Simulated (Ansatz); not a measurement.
Reaction (ligand exchange at the Al–C bond): `C=C[CH2][AlH][F]` + CH₃SH → `C[S][AlH][F]` + `C=CC`

Gas-phase electronic energies from Ansatz, PBE0-D4/def2-TZVP geometries. CBS: MP2 limit from def2 TZ/QZ plus the TZ coupled-cluster correction, frozen cores. This one scheme is used for every species. DFT in def2-TZVPP. One conformer a species, not always the lowest.

Is it downhill or uphill in electronic energy at CCSD(T)/CBS, and by how much? (Estimate.)

Computed: Downhill: ΔE = -105.6 kJ/mol.

What do these levels give: ωB97X-V, CAM-B3LYP, CCSD(T)/def2-SVP, SCS-MP2/def2-TZVPP, HF/def2-QZVPP, CCSD/CBS(def2)? (Best estimate.)

Computed: ωB97X-V -100.7, CAM-B3LYP -107.0, CCSD(T)/def2-SVP -108.6, SCS-MP2/def2-TZVPP -106.3, HF/def2-QZVPP -125.4, CCSD/CBS(def2) -108.9 kJ/mol.

What do rigid-rotor, harmonic-oscillator terms from PBE0-D4/def2-TZVP frequencies (298.15 K, 1 bar) make of the CCSD(T)/CBS value? (Estimate.)

Computed: ΔZPE = +7.7 kJ/mol, ΔH = -97.2 kJ/mol, ΔS = 14 J/(mol·K), ΔG = -101.5 kJ/mol.

Largest T1 diagnostic among the species: 0.012.

In def2-TZVPP, CCSD(T) changes the Hartree–Fock value by +22.3 kJ/mol (the triples alone add +3.3 kJ/mol) and MP2 by +24.5 kJ/mol. Leaving LDA and LC-ωPBE aside and taking each functional with its dispersion term where it has one, the values, not all of them listed here, spread over 17.6 kJ/mol, from BHLYP-D4 to r2SCAN-D4. LDA lies +14.0 kJ/mol from PBE without D4. From BLYP to BHLYP (50 % exact exchange), in def2-TZVPP and without D4, ΔE moves by −3.0 kJ/mol.
